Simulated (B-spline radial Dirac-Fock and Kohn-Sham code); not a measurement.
**Tb⁺ 4p1/2: cross section and angular parameters**

System: the Tb⁺ ion in the configuration [Xe] 4f9 6s1; threshold 322.6 eV (orbital energy of the model). Level of theory: Dirac-Hartree-Slater photoionisation with a Latter tail; cross sections with all multipoles, angular parameters from the dipole term and its interference with E2; a radial atomic solver.

The run's input, task.json:

```json
{"items": [{
  "Z": 65,
  "q": 1,
  "cfg": [[1, 0, 2], [2, 0, 2], [2, 1, 6], [3, 0, 2], [3, 1, 6], [3, 2, 10], [4, 0, 2], [4, 1, 6], [4, 2, 10], [4, 3, 9], [5, 0, 2], [5, 1, 6], [6, 0, 1]],
  "A": 159,
  "rrms": 5.06,
  "do": "xps",
  "hv": [100, 102.0, 135.0, 138.0, 161.0, 200, 249.0, 284.0, 300, 416.0, 682.0, 707.0, 789.0, 819.0, 853.0, 1190.0, 1253.6, 1270.0, 1320.0, 1486.9, 2080.0, 2984.4, 3740.0, 4240.0, 6000, 7660.0, 7780.0, 9590.0, 10100.0, 12000]
}]}
```

Launch: `python xray2_run.py task.json out`

For linearly polarised light dσ/dΩ = σ/(4π) [1 + β P₂(cos θ) + (δ + γ cos²θ) sin θ cos φ], with θ from the polarisation vector and φ the angle between the beam and the projection of the electron momentum on the plane normal to the polarisation.

```csv
hν (eV),σ (kb),β,γ,δ
416,75.3,0.074,-0.148,0.074
682,60.8,1.200,0.335,0.038
707,59.1,1.241,0.347,0.034
789,53.8,1.348,0.361,0.025
819,52.0,1.380,0.359,0.023
853,49.9,1.411,0.354,0.020
1190,34.0,1.585,0.229,0.005
1253.6,31.7,1.602,0.203,0.004
1270,?,?,?,?
1320,29.6,1.617,0.178,0.003
1486.9,25.1,1.646,0.120,0.001
2080,14.8,1.688,0.001,-0.002
2984.4,7.87,1.687,-0.004,-0.003
3740,5.11,1.669,0.070,-0.002
4240,3.98,1.654,0.136,-0.001
6000,1.92,1.596,0.403,0.004
7660,1.11,1.545,0.656,0.012
7780,1.07,1.541,0.674,0.013
9590,0.653,1.489,0.926,0.024
10100,0.576,1.476,0.992,0.028
12000,0.376,1.428,1.220,0.041
```

Q: Give the values at 1270 eV.

A: σ = 31.2 kb, β = 1.606, γ = 0.197, δ = 0.004.

Values without a named source are computed, but for edge energies of neutral atoms, which are taken from tables.
